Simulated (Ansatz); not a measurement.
(MgSe)n: binding per atom (eV) at several levels, gas phase, relaxed structures; Ansatz. Clusters are the lowest isomers that short searches found in that spin, judged at the geometry's level. Binding counts from free atoms in the multiplicity of their measured ground term, without zero-point energy. The structures are stationary points that may keep the symmetry of their start.

| species | state | geometry | PBE-D4/def2-SVP | PBE-D4/def2-TZVP | PBE0-D4/def2-SVP | PBE0-D4/def2-TZVP |
| --- | --- | --- | --- | --- | --- | --- |
| (MgSe)2 ring (Mg2Se2) | singlet | PBE0-D4/def2-SVP | 2.19 | 2.20 | 2.15 | 2.17 |
| Mg9Se9 | singlet | PBE-D4/def2-SVP | 2.98 | 2.95 | 2.97 | 2.95 |

Q: Estimate the rows for (MgSe)5 ring (Mg5Se5) (singlet, PBE-D4/def2-SVP geometry).

A: 
| species | state | geometry | PBE-D4/def2-SVP | PBE-D4/def2-TZVP | PBE0-D4/def2-SVP | PBE0-D4/def2-TZVP |
| --- | --- | --- | --- | --- | --- | --- |
| (MgSe)5 ring (Mg5Se5) | singlet | PBE-D4/def2-SVP | 2.59 | 2.56 | 2.57 | 2.55 |
